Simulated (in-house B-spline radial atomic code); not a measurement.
# The fluorine ion F³⁺: [He] 2s2 2p(0 up, 2 down)

Computed with an all-electron radial atomic-structure program (B-spline basis): non-relativistic SCAN, spin-polarised, spherical fractional occupations, point nucleus.

Screening seen three ways: the hydrogenic charge with the same mean radius, Z_r = [3n² - l(l+1)]/(2<r>), the one with the same energy, Z_e = n√(-2ε), and Slater's rules. Values are occupation-weighted means over spin.

```csv
shell,electrons,ε (eV),<r> (bohr),Z_r,Z_e,Slater
1s,2,-746.38,0.176,8.53,7.41,8.70
2s,2,-91.811,0.8799,6.82,5.20,6.25
2p,2,-76.003,0.8175,6.12,4.73,6.25
```

The least bound orbital is 2p down at -76 eV, while the most diffuse is 2s up (<r> = 0.8923 bohr against 0.8175 bohr): energy order and size order differ.
